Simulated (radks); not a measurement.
Excited configurations of B I: one electron is placed in a higher orbital outside [He] 2s2. The ground configuration is [He] 2s2 2p1. All-electron calculation, scalar-relativistic Kohn-Sham, r2SCAN, spin-polarised, spherical densities, finite nucleus; open shells are filled with parallel spins first; meta-GGA in the generalised Kohn-Sham scheme; Fermi nuclear charge, rms radius 2.406 fm. Program: a radial shooting solver on a logarithmic mesh with Libxc functionals. Excitation = E - E(ground); binding = E(ion) - E, where the ion is the core of charge +1; n* = 1/sqrt(2 binding) in atomic units, and the quantum defect is n - n*.

outer orbital  excitation (eV)  binding (eV)     n*  quantum defect  eigenvalue (eV)
3s                       5.021         3.285  2.035           0.965           -2.032
4s                       6.809         1.497  3.014           0.986           -0.943
4p                       7.077         1.229  3.327           0.673           -0.761
5s                       7.445         0.861  3.976           1.024           -0.551
6d                       7.874         0.433  5.608           0.392           -0.281
7d                       7.985         0.321  6.510           0.490           -0.216

The Delta-SCF ionisation energy is 8.306 eV (NIST Atomic Spectra Database: 8.298 eV, measured). Self-interaction in the functional shifts the binding energies and quantum defects, so they are the method's values and not measured ones. Open shells are spherical and high-spin; term and fine-structure splittings are not resolved.
